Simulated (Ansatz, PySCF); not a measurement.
Te(OH)(SMe) (CH4OSTe), SMILES CS[Te]O.

Coordinates come from a PBE0-D3(BJ)/def2-SVP optimisation. The def2 effective core potentials stand for the cores of Te; spin–orbit coupling is left out. Other conformers were not sampled.

Vertical ionisation energy (IE) and electron affinity (EA) in eV. Rows of orbital energies are one-electron estimates. Where ΔSCF, EOM or ADC give a negative EA the extra electron is unbound and the value depends on the basis.

| level | IE | EA |
|---|---|---|
| −ε(HOMO), −ε(LUMO), HF/def2-TZVP (PySCF) | 8.82 | -1.65 |
| −ε(HOMO), −ε(LUMO), PBE/def2-TZVP (PySCF) | 5.30 | 2.40 |
| ΔSCF, PBE0/def2-SVPD (Ansatz), final states of multiplicity 2 and 2 | 8.50 | 0.13 |
| ΔSCF, PBE/def2-SVPD (Ansatz), final states of multiplicity 2 and 2 | 8.32 | 0.18 |

**Question.** What vertical singlet–triplet gap does ΔSCF give with PBE0/def2-SVPD (Ansatz, an electronic-structure program) and with PBE/def2-SVPD (Ansatz)? (Estimate from the structure and the level; the computed values follow.)

**Answer.** 2.68 and 2.64 eV (triplet above singlet where positive).
